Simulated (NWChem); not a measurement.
Molecule: NiO, triplet; SMILES [O]=[Ni]

```xyz
2

Ni     0.0000     0.0000    -0.3516
O      0.0000     0.0000     1.2518
```
Atoms are numbered in this order, from 1.

Level: PBE-D3(BJ)/def2-SVP, spin-unrestricted (NWChem), optimised geometry, unscaled harmonic frequencies. 

List the harmonic frequencies with IR intensities, and the thermochemistry.


```tsv
frequency (cm⁻¹)	IR intensity (km/mol)
900	54.7
```

- zero-point energy: 1.3 kcal/mol
- thermal correction to the enthalpy at 298.15 K (with zero-point energy): 3.4 kcal/mol
- heat capacity Cv: 5.5 cal/(mol K)
- dipole moment: 3.80 D

Rigid rotor and harmonic oscillator.
